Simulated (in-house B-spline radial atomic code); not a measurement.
Configurations of Er⁷⁺, with energies counted from [Kr] 4d10 (4f5/2)6 (4f7/2)4 5s2 (5p1/2)2 (5p3/2)1. Level of theory: Dirac-Hartree-Fock, average of each configuration as written, Fermi nucleus of rms radius 5.2516 fm; calculated with a radial B-spline atomic code at the basis-set limit. Energies include first-order Breit, QED and recoil terms.

Occupations are held fixed; configurations that lie above the ionisation limit could autoionise.

| configuration | E - E(ref) (eV) | highest orbital | its <r> (bohr) |
| --- | --- | --- | --- |
| [Kr] 4d10 (4f5/2)4 (4f7/2)6 5s2 (5p3/2)3 | 18.491 | 4f7/2 | 0.6923 |
| [Kr] 4d10 (4f5/2)2 (4f7/2)7 5s2 (5p1/2)1 (5p3/2)2 7s1 | 87.025 | 7s1/2 | 3.835 |
| [Kr] 4d10 (4f5/2)2 (4f7/2)7 5s2 (5p1/2)2 (5p3/2)1 (6g9/2)1 | 99.043 | 6g9/2 | 5.344 |
| [Kr] 4d10 (4f5/2)2 (4f7/2)8 5s2 (5p1/2)2 8s1 | 100.01 | 8s1/2 | 5.757 |
| [Kr] 4d10 (4f5/2)5 (4f7/2)5 5s2 (5p3/2)2 9s1 | 120.76 | 9s1/2 | 8.016 |
| [Kr] (4d3/2)3 (4d5/2)6 (4f5/2)2 (4f7/2)8 5s2 (5p1/2)2 (5p3/2)1 (5g7/2)1 | 264.26 | 5g7/2 | 3.339 |

Task: Order these further configurations by energy, lowest first.
A. [Kr] 4d10 (4f5/2)3 (4f7/2)7 5s2 (5p3/2)3
B. [Kr] 4d10 (4f5/2)2 (4f7/2)7 5s2 (5p1/2)1 (5p3/2)2 9s1
C. [Kr] 4d10 (4f5/2)2 (4f7/2)8 5s2 (5p1/2)1 (5p3/2)2
D. [Kr] 4d10 (4f5/2)5 (4f7/2)4 5s2 (5p1/2)2 (5p3/2)1 (9p1/2)1
E. [Kr] 4d10 (4f5/2)2 (4f7/2)8 5s2 (5p1/2)2 (5p3/2)1

Result: E (4.524 eV), C (10.367 eV), A (18.543 eV), D (101.18 eV), B (109.65 eV).

Task: How far above the reference does [Kr] (4d3/2)4 (4d5/2)5 (4f5/2)2 (4f7/2)8 5s2 (5p1/2)1 (5p3/2)2 (8f7/2)1 lie?

Result: 288.71 eV; its least bound orbital is 8f7/2 with <r> = 8.681 bohr.

Task: How far above the reference does [Kr] 4d10 (4f5/2)2 (4f7/2)8 5s2 (5p1/2)2 (6g7/2)1 lie?

Result: 104.05 eV; its least bound orbital is 6g7/2 with <r> = 5.367 bohr.
